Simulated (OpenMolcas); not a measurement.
**What dynamic correlation does to the levels of P**

```
Program             : OpenMolcas 26.06
Basis               : ANO-RCC-VTZP [5s4p2d1f]
Scalar Hamiltonian  : DKH2, point nucleus
Active space        : 5 electrons in 9 orbitals (RAS2 3s 3p; RAS3 3d, at most 2 electrons)
State averaging     : 2S+1 = 4 odd, 1 root; 2S+1 = 2 odd, 8 roots; 2S+1 = 2 even, 5 roots
Spin-orbit coupling : RASSI with atomic mean-field integrals over the reference wave functions, term energies averaged over their components
```

Methods on the same reference wave functions:
A. RASSCF
B. SS-RASPT2, IPEA 0.25 Eh, imaginary shift 0.1 Eh (closed shells correlated: 2s 2p)
C. XMS-RASPT2, IPEA 0.25 Eh, imaginary shift 0.1 Eh (closed shells correlated: 2s 2p)

Energies in cm⁻¹ above 3s² 3p³ ⁴S°_3/2, the measured ground level; measured values from NIST Handbook of Basic Atomic Spectroscopic Data.

```json
{"Level": "3s² 3p³ ⁴S°_3/2", "A": "0.0", "B": "0.0", "C": "0.0", "Measured": "0.0"}
{"Level": "3s² 3p³ ²D°_3/2", "A": "14590", "B": "12010", "C": "11960", "Measured": "11361"}
{"Level": "3s² 3p³ ²D°_5/2", "A": "14597", "B": "12010", "C": "11970", "Measured": "11377"}
{"Level": "3s² 3p³ ²P°_1/2", "A": "22710", "B": "19750", "C": "19740", "Measured": "18723"}
{"Level": "3s² 3p³ ²P°_3/2", "A": "22714", "B": "19750", "C": "19750", "Measured": "18748"}
```

Deviations, from unrounded energies. A percentage is the sum of absolute deviations over the sum of measured energies, with the sign that they share, or ± where signs differ.

```
                        Against measurement  Levels      A     B     C
             mean absolute deviation (cm-1)       4   3600   830   800
other terms of the ground configuration (%)       4  +23.9  +5.5  +5.3
```

B, C lie about equally close to measurement and A furthest from it. The largest miss of C in the table is 3s² 3p³ ²P°_1/2, by +1000 cm-1. The ranking rests on the paired levels alone, and a cruder setting can come out closer through cancelling errors.

Between B and C the level of the table that moves most is 3s² 3p³ ²D°_5/2, by 47 cm-1 (lowest in C, highest in B). Moves below CASPT2's spread within the term are not significant.

The mean deviations of B to C differ by less than CASPT2's widest spread within a term (42 cm-1), so their order carries little weight.

From A to B the spin-free energies of the other terms of 3s² 3p³ shown, above ⁴S°, scale by factors of 0.82 to 0.87.

The lowest spin-free term lies below A's lowest term by 0.046 hartree in B, 0.046 hartree in C.

Term energies are means over components that CASPT2 splits; among the terms shown or strongly mixed into the levels shown the widest spread is 42 cm-1 (3s² 3p³ ²D°, C). Active for correlation alone: 3d; no level in the range computed is led by a configuration that fills it, so any true level of that kind is missing. Without dynamic correlation excited terms often stand tens of per cent too high (terms of higher spin than the ground term too low), and those without a measured partner can miss by more than the paired ones (holds for A). Measured partners are found by configuration, term and J. A level has none where our copy of the source lacks it or the pairing is in doubt (some pairs that miss far off the trend of their configuration count as doubtful), and it then counts in no deviation. Only configurations of the active space appear. The table leaves out levels that lie high or whose names do not pair safely across all columns.

° marks odd parity.
